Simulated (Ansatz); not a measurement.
Reaction (substitution at a C–N bond): `CN1CSC1` + `CB(O)Br` → `COB(C)Br` + `C1NCS1`

Program: Ansatz. Geometries: PBE0-D4/def2-TZVP. ΔE: electronic, gas phase. CCSD(T)/CBS is the MP2 limit (def2-TZVPP, def2-QZVPP) plus CCSD(T) − MP2 in def2-TZVPP, frozen cores. DFT in def2-TZVPP. B3LYP here is the variant with VWN-RPA as its local correlation; programs differ in this. For Br outer-core shells are correlated without core-valence functions, which leaves a few kJ/mol of doubt a bond. Scalar relativity is left out up to krypton. Each species was taken in one conformer, which may not be the lowest.

```json
{"species": "`CN1CSC1`", "B3LYP-D4 energy (Eh)": "-571.54374"}
{"species": "`CB(O)Br`", "B3LYP-D4 energy (Eh)": "-2714.95332"}
{"species": "`COB(C)Br`", "B3LYP-D4 energy (Eh)": "-2754.26888"}
{"species": "`C1NCS1`", "B3LYP-D4 energy (Eh)": "-532.21373"}
```

Q: Work out ΔE.

A: ΔE = (-2754.26888) + (-532.21373) − (-571.54374) − (-2714.95332) = 0.01445 Eh = +37.9 kJ/mol. CCSD(T)/CBS gives +41.2 kJ/mol.

Largest T1 diagnostic among the species: 0.011.

In def2-TZVPP, CCSD(T) changes the Hartree–Fock value by +7.9 kJ/mol (the triples alone add +1.0 kJ/mol) and MP2 by +13.3 kJ/mol.
